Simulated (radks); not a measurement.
Values are calculated unless marked as measured or tabulated.
Task: The mean radii <r> (bohr) of the occupied orbitals of an atom or ion are listed with their occupations. Level of theory: Dirac Kohn-Sham, PBE, spin-unpolarised, spherical densities, point nucleus (a radial shooting solver on a logarithmic mesh with Libxc functionals).

| orbital | occ. | <r> |
|---|---|---|
| 1s1/2 | 2 | 0.06887 |

Name the element and its charge. Open shells, if any, are shared by 2j + 1.

Result: Z = 22, titanium, charge +20: Ti20+ in [He]. The 1s radius gives Z: for a bare nucleus <r> = (2 gamma + 1)/(2Z) with gamma = sqrt(1 - (Z/c)^2), 0.06759 bohr for Z = 22, and screening makes it slightly larger (0.06887 here). The occupations add up to 2, and the charge is Z minus that.
